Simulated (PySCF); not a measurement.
# Be⁺ (beryllium, charge +1): UHF calculation

Configuration: [He] 3d1, 2D determinant (an excited configuration). Computed with PySCF 2.14 in dyall-av3z, with the non-relativistic Hamiltonian (point nucleus).

```
Total energy                                                  : -13.829785 hartree
One-electron energy                                           : -16.5770 hartree
Hartree (Coulomb) energy                                      : 5.1243 hartree
Exchange energy                                               : -2.3771 hartree
Kinetic energy                                                : 13.86283 hartree
⟨S²⟩                                                          : 0.7500
⟨L²⟩                                                          : 6.000
Sum of ⟨r⟩                                                    : 5.658 bohr
Sum of ⟨r²⟩                                                   : 26.32 bohr²
Traceless quadrupole moment −½Σ⟨3z² − r²⟩ along its main axis : 7.39 e·bohr²
Density at the nucleus (Gaussians lack the cusp)              : 34.0 bohr⁻³
Spin density at the nucleus                                   : -0.000535 bohr⁻³
Langevin diamagnetic susceptibility                           : -20.8 ×10⁻⁶ cm³/mol
```

```json
{"shell": "1s α", "electrons": "1", "mean orbital energy (eV)": "-147.81", "rms radius, mean of both spins (bohr)": "0.482"}
{"shell": "1s β", "electrons": "1", "mean orbital energy (eV)": "-147.81", "rms radius, mean of both spins (bohr)": "0.482"}
{"shell": "3d α", "electrons": "1", "mean orbital energy (eV)": "-5.945", "rms radius, mean of both spins (bohr)": "5.08"}
```

The outer electron is Rydberg-like, and this basis confines it to a smaller radius and binds it less than a complete one would.

Spin-orbit constants ζ (cm⁻¹) from the X2C one-electron operator on these orbitals (non-relativistic here): bare nucleus, nucleus screened by l(l+1)(2l+1)/3 electrons, and screened by the Breit-Pauli mean field of the electrons.

| shell | bare | screened nucleus | mean field |
| --- | --- | --- | --- |
| 3d | 0.5074 | 0.2537 | 0.2344 |

To first order the Landé constant is A = 0.2344 cm⁻¹, so the lowest level has J = 3/2 and lies 4.36e-05 eV below the centre of the term.
